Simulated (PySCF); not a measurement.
All of these have the formula C3H5BO2. Method used: PySCF, TDDFT CAM-B3LYP/def2-SVPD, vertical, gas phase, core orbitals frozen in the response. Geometries: PBE0-D3(BJ)/def2-SVP; one conformer of each isolated species. Triplets are in the Tamm–Dancoff approximation.

Question: Rank by computed HOMO energy, highest first.
A. `C#CCB(O)O`
B. `[BH2-]1OC=CC=[O+]1`
C. `C(B(OC)O)#C`
D. `CC#CB(O)O`

Answer: B (-8.27 eV), D (-9.08 eV), A (-9.26 eV), C (-9.66 eV).

```
            SMILES  HOMO (eV)  first f ≥ 0.01 (nm)  LUMO (eV)  α (au)  gap (eV)    S1 mainly
[BH2-]1OC=CC=[O+]1      -8.27                  341      -1.40    57.7      6.87    H→L (99%)
         CC#CB(O)O      -9.08                  203       0.64    58.6      9.72  H→L+1 (96%)
         C#CCB(O)O      -9.26                  173       0.60    55.3      9.86  H→L+3 (51%)
         C#CB(O)OC      -9.66                  199       0.57    56.0     10.24    H→L (96%)
```

H and L stand for HOMO and LUMO.
